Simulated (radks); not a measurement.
Problem. The mean radii <r> (bohr) of the occupied orbitals of an atom or ion are listed with their occupations. Calculated with a radial shooting solver on a logarithmic mesh with Libxc functionals: non-relativistic Kohn-Sham, LDA (Slater exchange, VWN5 correlation), spin-polarised, spherical densities, point nucleus.

| orbital | occ. | <r> |
|---|---|---|
| 1s | 2 | 0.06432 |
| 2s | 2 | 0.2965 |
| 2p | 6 | 0.2612 |
| 3s | 2 | 0.8533 |
| 3p | 6 | 0.8739 |

Name the element and its charge. Open shells, if any, are filled with parallel spins first.

Solution. Z = 24, chromium, charge +6: Cr6+ in [Ar]. The 1s radius gives Z: for a bare nucleus <r> = 1.5/Z, 0.0625 bohr for Z = 24, and screening makes it slightly larger (0.06432 here). The occupations add up to 18, and the charge is Z minus that.
